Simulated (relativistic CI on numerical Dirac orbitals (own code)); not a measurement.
## Electric-dipole lines of Cu⁶⁺

Calculated at this level of theory: Dirac-Coulomb-Breit CI, KLI orbitals optimised for each configuration, model QED, valence Slater integrals scaled by 0.9, configuration energies shifted to the measured levels that pair with them (semi-empirical) (own radial code, finite nucleus).

Configurations in the expansion (outside the closed core [Ne]): 3s2 3p6 3d5, 3s2 3p6 3d4 4p, 3s2 3p5 3d6, 3s2 3p6 3d4 4s, 3s2 3p4 3d7, 3s 3p6 3d6, 3s2 3p6 3d4 4d, 3s2 3p6 3d4 5s, 3s2 3p6 3d4 4f, 3s2 3p6 3d4 5p, 3s2 3p6 3d4 5d, 3s2 3p6 3d3 4s2, 3s2 3p6 3d4 5f, 3s2 3p6 3d4 5g, 3s2 3p6 3d3 4s 4p, 3p6 3d7, 3s2 3p5 3d5 4s, 3s2 3p6 3d3 4p2, 3s2 3p6 3d3 4s 4d, 3s2 3p5 3d5 4p, 3s2 3p6 3d3 4p 4d, 3s 3p5 3d7, 3s2 3p5 3d5 4d. Levels of other configurations are missing.

```tsv
λ vac (Å)	Lower	Upper	A (s⁻¹)	gf	Branching (%)
195.15	3s2 3p6 3d5 4F_9/2 [19]	3s2 3p6 3d4 4p 4D°_7/2 [253]	1.69e+10	7.71e-01	69.8
200.39	3s2 3p6 3d5 4G_11/2 [2]	3s2 3p6 3d4 4p 4H°_13/2 [177]	3.20e+09	2.69e-01	54.6
200.89	3s2 3p6 3d5 6S_5/2 [1]	3s2 3p6 3d4 4p 6P°_7/2 [102]	2.39e+10	1.16e+00	93.4
201.07	3s2 3p6 3d5 6S_5/2 [1]	3s2 3p6 3d4 4p 6P°_5/2 [101]	2.31e+10	8.40e-01	91.6
201.16	3s2 3p6 3d5 6S_5/2 [1]	3s2 3p6 3d4 4p 6P°_3/2 [99]	2.25e+10	5.47e-01	90.4
201.48	3s2 3p6 3d5 4G_7/2 [4]	3s2 3p6 3d4 4p 4H°_9/2 [171]	2.58e+09	1.57e-01	30.0
201.60	3s2 3p6 3d5 4P_5/2 [6]	3s2 3p6 3d4 4p 4D°_7/2 [173]	3.79e+09	1.85e-01	21.7
201.99	3s2 3p6 3d5 4G_5/2 [3]	3s2 3p6 3d4 4p 4H°_7/2 [164]	2.91e+09	1.42e-01	38.3
202.32	3s2 3p6 3d5 4G_5/2 [3]	3s2 3p6 3d4 4p 4F°_3/2 [160]	8.18e+09	2.01e-01	38.6
202.90	3s2 3p6 3d5 4G_11/2 [2]	3s2 3p6 3d4 4p 4F°_9/2 [152]	1.84e+10	1.14e+00	73.2
203.07	3s2 3p6 3d5 4G_9/2 [5]	3s2 3p6 3d4 4p 4F°_7/2 [151]	1.86e+10	9.19e-01	72.9
203.13	3s2 3p6 3d5 4G_11/2 [2]	3s2 3p6 3d4 4p 4G°_11/2 [150]	6.39e+09	4.74e-01	61.1
203.42	3s2 3p6 3d5 4G_7/2 [4]	3s2 3p6 3d4 4p 4F°_5/2 [149]	1.20e+10	4.45e-01	57.2
203.67	3s2 3p6 3d5 4G_9/2 [5]	3s2 3p6 3d4 4p 4G°_9/2 [147]	1.10e+10	6.82e-01	72.1
203.94	3s2 3p6 3d5 4G_7/2 [4]	3s2 3p6 3d4 4p 4G°_7/2 [146]	1.55e+10	7.75e-01	75.3
203.94	3s2 3p6 3d5 4G_5/2 [3]	3s2 3p6 3d4 4p 4F°_3/2 [145]	1.15e+10	2.86e-01	62.0
204.08	3s2 3p6 3d5 4P_5/2 [6]	3s2 3p6 3d4 4p 4P°_3/2 [148]	9.96e+09	2.49e-01	42.4
204.10	3s2 3p6 3d5 4G_5/2 [3]	3s2 3p6 3d4 4p 4G°_5/2 [144]	1.80e+10	6.76e-01	76.6
204.58	3s2 3p6 3d5 4G_9/2 [5]	3s2 3p6 3d4 4p 2G°_9/2 [142]	6.52e+09	4.09e-01	47.2
204.77	3s2 3p6 3d5 2G_9/2 [32]	3s2 3p6 3d4 4p 2F°_7/2 [291]	1.34e+10	6.76e-01	49.2
205.16	3s2 3p6 3d5 4P_5/2 [6]	3s2 3p6 3d4 4p 4D°_7/2 [141]	5.89e+09	2.97e-01	46.6
205.21	3s2 3p6 3d5 4G_11/2 [2]	3s2 3p6 3d4 4p 4G°_11/2 [135]	8.59e+09	6.50e-01	75.3
205.46	3s2 3p6 3d5 4G_11/2 [2]	3s2 3p6 3d4 4p 4G°_11/2 [133]	7.25e+09	5.51e-01	57.0
205.57	3s2 3p6 3d5 4P_5/2 [6]	3s2 3p6 3d4 4p 4D°_7/2 [138]	5.36e+09	2.72e-01	45.1
205.61	3s2 3p6 3d5 2I_13/2 [15]	3s2 3p6 3d4 4p 2H°_11/2 [204]	2.71e+10	2.06e+00	86.5
205.61	3s2 3p6 3d5 4G_11/2 [2]	3s2 3p6 3d4 4p 4G°_9/2 [132]	2.98e+09	1.89e-01	26.9
205.67	3s2 3p6 3d5 4G_9/2 [5]	3s2 3p6 3d4 4p 4G°_9/2 [132]	3.82e+09	2.43e-01	34.5
205.70	3s2 3p6 3d5 2I_11/2 [14]	3s2 3p6 3d4 4p 2H°_9/2 [202]	1.75e+10	1.11e+00	65.4
205.78	3s2 3p6 3d5 2G_9/2 [26]	3s2 3p6 3d4 4p 2F°_7/2 [228]	1.60e+10	8.14e-01	58.6
207.19	3s2 3p6 3d5 4G_11/2 [2]	3s2 3p6 3d4 4p 4H°_13/2 [126]	4.81e+09	4.33e-01	75.7
207.69	3s2 3p6 3d5 4G_9/2 [5]	3s2 3p6 3d4 4p 4H°_11/2 [125]	4.07e+09	3.16e-01	70.3
207.83	3s2 3p6 3d5 2I_11/2 [14]	3s2 3p6 3d4 4p 2I°_11/2 [191]	1.32e+10	1.03e+00	68.6
207.97	3s2 3p6 3d5 2G_9/2 [32]	3s2 3p6 3d4 4p 2G°_9/2 [271]	1.05e+10	6.83e-01	54.3
208.03	3s2 3p6 3d5 4G_7/2 [4]	3s2 3p6 3d4 4p 4H°_9/2 [124]	3.85e+09	2.50e-01	67.7
208.17	3s2 3p6 3d5 2I_13/2 [15]	3s2 3p6 3d4 4p 2I°_13/2 [190]	1.52e+10	1.38e+00	79.1
208.19	3s2 3p6 3d5 2H_9/2 [23]	3s2 3p6 3d4 4p 2G°_7/2 [214]	1.33e+10	6.93e-01	50.5
208.22	3s2 3p6 3d5 4G_5/2 [3]	3s2 3p6 3d4 4p 4H°_7/2 [123]	4.21e+09	2.19e-01	68.0
208.34	3s2 3p6 3d5 2H_11/2 [24]	3s2 3p6 3d4 4p 2G°_9/2 [216]	1.28e+10	8.35e-01	49.8
208.73	3s2 3p6 3d5 2H_11/2 [24]	3s2 3p6 3d4 4p 2H°_11/2 [213]	1.52e+10	1.19e+00	73.5
211.29	3s2 3p6 3d5 2I_13/2 [15]	3s2 3p6 3d4 4p 2H°_11/2 [168]	1.21e+10	9.70e-01	55.6
211.87	3s2 3p6 3d5 2I_11/2 [14]	3s2 3p6 3d4 4p 2H°_9/2 [159]	1.05e+10	7.05e-01	55.6
215.62	3s2 3p6 3d5 4G_11/2 [2]	3s2 3p6 3d4 4p 4F°_9/2 [118]	1.05e+10	7.35e-01	63.9
216.06	3s2 3p6 3d5 4G_9/2 [5]	3s2 3p6 3d4 4p 4F°_7/2 [117]	1.08e+10	6.04e-01	61.8
216.30	3s2 3p6 3d5 4G_7/2 [4]	3s2 3p6 3d4 4p 4F°_5/2 [116]	1.10e+10	4.62e-01	62.1
216.43	3s2 3p6 3d5 4G_5/2 [3]	3s2 3p6 3d4 4p 4F°_3/2 [115]	1.22e+10	3.44e-01	69.3
```

Terms are leading LS components. Brackets give the number of a level in order of energy, since labels repeat. The list gives strong lines, with weight on those to low levels, without configurations that were not tied to measured data, without lines whose two gauges differ by over a factor of 2.5, among the lowest 400 of 8158 levels, so that lines to higher ones, which can be the strongest, are missing. Levels whose partners in the same complex of configurations lie outside the list can be far off, and so can their lines. Rates are taken at the computed energies, electric ones in the length gauge.

Configurations whose levels could be paired with our table of measured levels were shifted onto them, all but the ground configuration, by the median error of their levels; single terms can still be off by 1,000 to 2,000 cm⁻¹ or more, and rates follow the energies as ν³ (E1, M1) or ν⁵ (E2). The others borrow a shift and can be off by several thousand cm⁻¹ or more. 54 of the 69 excited levels that our extract of the measured tables holds in this range could be paired (the sources list more); they are missed by 1385 cm⁻¹ on average and 5828 at most, after the shifts were fitted to these levels, and levels without a partner can miss by more.
